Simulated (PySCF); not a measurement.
Species: `CC#CPC1CC1`. The columns A, B, C and D hold Mulliken, IAO, Hirshfeld and ESP-fitted charges (e) of one PBE0/pcSseg-1 density (PySCF), in a shuffled order. Coordinates in Å (PBE0-D3(BJ)/def2-SVP); the density's dipole moment is (0.46, -0.65, 1.35) D.

```
atom       x       y       z       A       B       C       D
  C1   3.953  -1.392   0.114  -0.429  -0.093  -0.475  -0.200
  C2   2.748  -0.629  -0.153  -0.024  -0.041  +0.111  -0.285
  C3   1.739   0.019  -0.364  -0.322  -0.148  -0.214  -0.287
  P4   0.259   0.869  -0.832  +0.421  +0.143  -0.130  +0.417
  C5  -0.882   0.390   0.520  -0.321  -0.089  +0.012  -0.481
  C6  -1.797  -0.779   0.281  -0.278  -0.088  -0.325  -0.205
  C7  -2.355   0.606   0.293  -0.282  -0.089  -0.333  -0.208
  H8   4.287  -1.944  -0.779  +0.168  +0.060  +0.176  +0.153
  H9   4.777  -0.732   0.430  +0.171  +0.061  +0.165  +0.153
 H10   3.784  -2.124   0.919  +0.171  +0.061  +0.166  +0.153
 H11   0.626   2.160  -0.337  -0.020  -0.011  +0.109  +0.067
 H12  -0.511   0.522   1.542  +0.150  +0.044  +0.100  +0.160
 H13  -2.004  -1.437   1.129  +0.150  +0.051  +0.157  +0.140
 H14  -1.726  -1.295  -0.682  +0.148  +0.045  +0.169  +0.143
 H15  -2.954   0.925   1.149  +0.150  +0.050  +0.156  +0.139
 H16  -2.668   1.040  -0.662  +0.147  +0.044  +0.155  +0.140
```

Task: Which column most likely holds the ESP-fitted charges?

Result: C. Σ q r misses the density's dipole by 0.07 D (C), 1.42 D (B), 2.18 D (A), 2.37 D (D). Charges fitted to the outside potential are the only set here that is tied to the molecule's multipoles.

Task: And the Hirshfeld charges?

Result: B. The mean sizes are 0.070 e (B), 0.185 e (C), 0.208 e (D), 0.209 e (A), and Hirshfeld charges are commonly the smallest of these schemes.

As computed, A = IAO, B = Hirshfeld, C = ESP-fitted, D = Mulliken. Hydrogens on carbon: IAO +0.15 to +0.17, Hirshfeld +0.04 to +0.06, ESP-fitted +0.10 to +0.18, Mulliken +0.14 to +0.16 e.

The IAO scheme projects the occupied orbitals on a minimal set of polarised atomic orbitals and counts the electrons in each atom's part of it. The Hirshfeld scheme weights the molecular density at each point by an atom's share of the summed free-atom densities.

The structure is a single PBE0-D3(BJ)/def2-SVP conformer in the gas phase; no vibrational or solvent corrections.

The run behind these numbers computed NMR shieldings as well. Time: 14 s; peak memory 0.80 GiB. Hardware: AMD EPYC 9R14, one thread (shared host).

Shape of the structure used: `[CH3:1][C:2]#[C:3][PH:4][CH:5]1[CH2:6][CH2:7]1`: C3–P4–C5–C6 -96°.
